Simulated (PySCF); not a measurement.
# Gas-phase XPS of `FC(F)[SiH2][SiH2][SiH3]`, computed

Species: CH₈F₂Si₃.
Bonds: F1–C2, C2–F3, C2–Si4, Si4–Si5, Si5–Si6. Hydrogens: H7 on C2; H8, H9 on Si4; H10, H11 on Si5; H12, H13, H14 on Si6.

The calculation used delta-SCF UKS SCAN, pcX-2 on the ionised atom, pcseg-1 elsewhere, spin-free X2C (PySCF 2.14.0). These are vertical core ionisation energies against the vacuum level, from separate self-consistent calculations with and without the core hole.

Question: What binding energy does each computed site have?

Answer: 
```tsv
atom(s)	bonded to	level	binding energy (eV)	2p1/2 (eV)	above the level's lowest (eV)	count
F1/F3	C	F 1s	693.01	–	0.00	2
C2	2 F, H and Si	C 1s	294.90	–	0.00	1
Si4	C, 2 H and Si	Si 2p3/2	106.71	107.33	+0.40	1
Si4	C, 2 H and Si	Si 1s	1846.40	–	+0.41	1
Si5	2 H and 2 Si	Si 2p3/2	106.31	106.94	0.00	1
Si5	2 H and 2 Si	Si 1s	1845.99	–	0.00	1
Si6	3 H and Si	Si 2p3/2	106.44	107.06	+0.13	1
Si6	3 H and Si	Si 1s	1846.16	–	+0.17	1
```

Lowest listed Si 1s: Si5, bonded to 2 H and 2 Si. Highest, 0.41 eV above it: Si4, bonded to C, 2 H and Si.

Lowest listed Si 2p3/2: Si5, bonded to 2 H and 2 Si. Highest, 0.40 eV above it: Si4, bonded to C, 2 H and Si. The widest gap between neighbouring values is 0.27 eV, between 106.44 and 106.71 eV. Summing the Pauling electronegativity differences to the bonded atoms, each weighted by its formal bond order, gives +0.60 for the lowest site and +1.25 for the highest; no listed site has a larger sum than the highest.

Question: Which effective nuclear charge Zeff reproduces each element's mean 1s value in the hydrogen-like formula E = 13.606 eV × Zeff²?

Answer: C (Z = 6): mean 294.9 eV, Zeff = 4.66, Z − Zeff = 1.34; F (Z = 9): mean 693.0 eV, Zeff = 7.14, Z − Zeff = 1.86; Si (Z = 14): mean 1846.2 eV, Zeff = 11.65, Z − Zeff = 2.35. Means run over the listed sites, weighted by atom count.

Topologically equivalent atoms share the value of their first member; where this conformer doesn't relate them by symmetry, their own values could differ. The 2p values aren't plain energy differences: one relaxed spin-free 2p hole is combined with a matrix within the shell (ground-state 2p orbital-energy differences and spin–orbit coupling). 2p3/2, the mean of its two sublevels, lies a third of the splitting below the shell's mean and 2p1/2 two thirds above it; the statistical areas are 2:1. 2p1/2 minus 2p3/2 (ligand field included): Si 0.62 eV. The structure is a single PBE0-D3(BJ)/def2-SVP conformer in the gas phase; no vibrational or solvent corrections.

Conformer computed: `[F:1][CH:2]([F:3])[SiH2:4][SiH2:5][SiH3:6]`: F1–C2–Si4–Si5 -65°, C2–Si4–Si5–Si6 39°.
